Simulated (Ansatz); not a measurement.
What a proton shuttle does

AlHF₂ ([F][AlH][F]) + NH₃ → AlNH₂F₂ ([NH2][Al]([F])[F]) + H₂ (links in brackets), a four-centre ligand exchange, has a barrier of 1.592 eV above its start structure and a step energy of 0.683 eV. One H₂O is now added to the ring of the saddle, taking the hydrogen and handing on one of its own. Gas-phase electronic energies, without zero-point energy, by CCSD(T) at an estimated basis limit (MP2 extrapolated from triple and quadruple zeta, plus CCSD(T) − MP2 in triple zeta); Ansatz 0.2.0, def2-TZVPP and QZVPP, frozen cores, on PBE0-D4/def2-TZVP structures. Extrapolation: Hartree–Fock as exp(−7.88 √X), correlation as X^−2.97. Each barrier counts from its own start structure, which holds all the molecules, is reached by relaxing down from the saddle and may not be the deepest complex; no counterpoise correction.

Task: What are the barrier and the step energy with the shuttle? (To be estimated.)

Result: By the calculation: Barrier 1.354 eV, 0.238 eV lower than without; step energy 0.846 eV, both from the start structure. Counted from all the molecules apart, the saddle lies at -0.567 eV with the shuttle and at 0.082 eV without; the start well goes from -1.510 to -1.921 eV. At the saddle the angle at each passing proton is N–H···H 145° without the shuttle, against N–H···O 157° and O–H···H 171° with it. Bringing in the extra molecule costs entropy, which these electronic energies leave out.

The T1 diagnostic stays at or below 0.013.

For scale, one of the runs: CCSD(T)/def2-TZVPP, 250 basis functions, launched by `ansatz run in.yaml --threads 8 --pin off --events-out ev --progress --plain --max-ram 19148MiB`. The run took 35 s on 8 CPU threads of an Intel Xeon 6975P-C (shared host), with 6.1 GiB of host memory at its peak.
